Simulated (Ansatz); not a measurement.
Frontier orbitals of `[NH2][Cd][N]([SiH3])[SiH3]`.

```xyz
13

N    -1.069    3.010   -1.388
Cd   -0.421    1.277   -0.628
N     0.121   -0.459    0.256
Si   -0.711   -0.937    1.681
Si    1.392   -1.366   -0.457
H    -1.414    2.907   -2.336
H    -0.337    3.709   -1.424
H    -1.760    0.077    1.992
H    -1.379   -2.262    1.529
H     0.194   -1.038    2.863
H     2.574   -1.502    0.443
H     0.965   -2.745   -0.830
H     1.844   -0.672   -1.700
```

Charge 0, multiplicity 1. Correlated methods include outer-core shells of Cd, which these sets cover unevenly. Cd: def2 effective core potential. The structure was optimised at the PBE0-D4/def2-TZVP level. It is one conformer, not always the lowest. Basis def2-TZVPP, the Gaussian-basis code of Ansatz.

```
functional  HOMO (eV)  LUMO (eV)
      BLYP      -5.83      -1.99
```

Task: Give HOMO and LUMO (eV) with LDA (SPW92), PBE, revPBE, r2SCAN, B97M-V, PBE0, B3LYP, r2SCANh, r2SCAN0, HSE06 (plane-wave form), BHLYP, CAM-B3LYP, LC-ωPBE, ωB97X-V, ωB97M-V. (Best estimate.)

Result: Ansatz gave: 
```
             functional   HOMO   LUMO
            LDA (SPW92)  -6.11  -2.32
                    PBE  -5.95  -2.07
                 revPBE  -5.87  -1.95
                 r2SCAN  -6.20  -1.82
                 B97M-V  -6.28  -2.07
                   PBE0  -7.23  -1.22
                  B3LYP  -7.02  -1.49
                r2SCANh  -6.69  -1.52
                r2SCAN0  -7.42  -1.08
HSE06 (plane-wave form)  -6.83  -1.58
                  BHLYP  -8.40  -0.43
              CAM-B3LYP  -8.58  -0.30
                LC-ωPBE  -9.92   0.93
                ωB97X-V  -9.59   0.72
                ωB97M-V  -9.50   0.44
```

B3LYP here is the variant with VWN-RPA as its local correlation; programs differ in this. LC-ωPBE has ω = 0.4 bohr⁻¹. Positive LUMOs are unbound and depend on the basis.
